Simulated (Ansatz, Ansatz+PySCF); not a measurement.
```yaml
atoms:
  - { symbol: Si, position_ang: [0.0000, 0.0000, 0.0000] }
  - { symbol: F, position_ang: [0.8426, 0.8426, 0.8426] }
  - { symbol: F, position_ang: [0.8426, -0.8426, -0.8426] }
  - { symbol: F, position_ang: [-0.8426, 0.8426, -0.8426] }
  - { symbol: F, position_ang: [-0.8426, -0.8426, 0.8426] }
```

Basis set: def2-SVP (spherical functions). Frozen core: 9 orbitals. Charge 0, multiplicity 1.

Computed with Ansatz (development build ahead of 0.2.0); each method stands on the lowest determinant of its kind that the runs found. Restricted open shells among the atoms or ions are ROHF, correlated in semicanonical orbitals with singles.

The atomization energy at this shape (free ground-state atoms in the same class of orbitals less the molecule, no zero-point energy) of singlet SiF4:

```
     method  atomization energy
RHF-CCSD(T)            20.43 eV
   RHF-CCSD            20.29 eV
    RHF-MP2            21.74 eV
        RHF            16.46 eV
```

(1) What does UHF give?

## Answers

(1) 15.98 eV. Caution: the shape is not the minimum.
